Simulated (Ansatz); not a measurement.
Strength of the C–H bond: Si(CH3)Cl3 → Si(CH2)Cl3 + H

Species: Si(CH3)Cl3, singlet; Si(CH2)Cl3, doublet; H atom, doublet. 

Shapes, held fixed at every level: PBE0-D4/def2-TZVP. Programs: Ansatz 0.2.0. The zero-point and thermal change to 298 K, harmonic and unscaled (PBE0-D4/def2-TZVP), is -29.2 kJ/mol.

(1) Estimate ΔH(298 K) of this reaction.

Results:

(1) The highest level, CCSD(T)/CBS estimate, gives ΔH(298 K) = +432.7 kJ/mol; the levels span +319.1 to +470.9. The column of differences is taken from that level and isn't an error. Hartree–Fock misses the correlation of the pair that is broken and comes out low. No measured value is set beside it here. Open shells run unrestricted unless RO is named. The CBS estimate extrapolates MP2 from def2-TZVPP and def2-QZVPP and adds CCSD(T) − MP2 in the triple-zeta set, cores frozen. Times are processor times on shared x86 and Arm servers, and rough.

```csv
level,kind,ΔH(298 K) (kJ/mol),less CCSD(T)/CBS estimate,CPU time (sum over the molecules)
HF/def2-SVP,Hartree–Fock,+319.1,-113.6,–
SPW92/def2-TZVPP,LDA,+470.9,+38.2,11 s
r2SCAN-D4/def2-TZVPP,meta-GGA,+411.1,-21.6,46 s
wB97M-V/def2-TZVPP,range-separated hybrid,+431.4,-1.3,96 s
wB97X-V/def2-TZVPP,range-separated hybrid,+429.2,-3.5,74 s
MP2/def2-SVP,perturbation theory,+414.4,-18.3,–
CCSD(T)/def2-SVP,coupled cluster or CI,+416.3,-16.4,37 s
CCSD(T)/CBS estimate,coupled cluster or CI,+432.7,0.0,25 min
```
